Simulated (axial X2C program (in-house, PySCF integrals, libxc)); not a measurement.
## CrP⁺ along the bond: LDA, 2c

Computed with an axial X2C code built on PySCF integrals. Two-component (2c) means X2C with spin–orbit coupling and atomic mean-field two-electron Coulomb and Gaunt terms. Basis: Cr dyall-cv3z [9s10p6d3f2g], P dyall-v3z [8s7p2d1f] (cores contracted in-house); Gaussian nuclei, density fitting, unrestricted open shells. Masses: Cr 51.941 u, P 30.974 u.

State: Ω = 1 (⟨Sz⟩ = 1.00, ⟨Lz⟩ = 0.00 at LDA). Dipoles are positive if P is the positive end and refer to the centre of mass.

Results along the bond:

| R (Å) | μ (D) | HOMO (eV) | LUMO (eV) |
| --- | --- | --- | --- |
| 1.930 | -3.316 | -11.57 | -10.88 |
| 2.018 | -3.438 | -11.63 | -10.94 |
| 2.085 | -3.507 | -11.65 | -10.97 |
| 2.151 | -3.562 | -11.66 | -11.00 |
| 2.218 | -3.605 | -11.59 | -11.02 |
| 2.296 | -3.646 | -11.48 | -11.03 |
| 2.373 | -3.680 | -11.39 | -11.02 |
| 2.473 | -3.716 | -11.28 | -11.01 |
| 2.595 | -3.753 | -11.16 | -10.97 |
| 2.772 | -3.799 | -11.01 | -10.89 |

Occupations by symmetry block were frozen at the best pattern of an incomplete PBE0 search. Density functionals use the spin component along the axis (collinear). With several unpaired electrons one determinant need not be a pure state. Open-shell Ω = 0 determinants with evenly filled partner blocks cannot be reached by this program, so the Ω shown need not be the lowest component. The determinant is spin-polarised beyond a pure state at some levels (its spin-free form has ⟨S²⟩ too high), which makes Re and μ there less reliable.
